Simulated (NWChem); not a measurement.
System: CH3FN2Zn; SMILES [F][Zn]1[NH]C=[NH]->1

```xyz
8

Zn     0.0012     0.4800     0.0000
F     -0.0021     2.2250     0.0000
C     -0.0013    -1.9098     0.0000
N     -0.0003    -1.1876    -1.1096
N     -0.0003    -1.1876     1.1096
H     -0.0030    -3.0047     0.0000
H     -0.0007    -1.6672    -1.9996
H     -0.0007    -1.6672     1.9996
```
Atoms are numbered in this order, from 1.

All runs: NWChem. Pople sets run with spherical d functions. The geometry was optimised at B3LYP/6-31G* (spherical d).

For level PBE0/3-21G:

```yaml
highest occupied level (eV): -6.42
orbital gap (eV): 6.55
```

### Question
How do the values read with level PBE0/6-31G* instead?

### Answer
highest occupied level (eV): -6.70
orbital gap (eV): 6.70
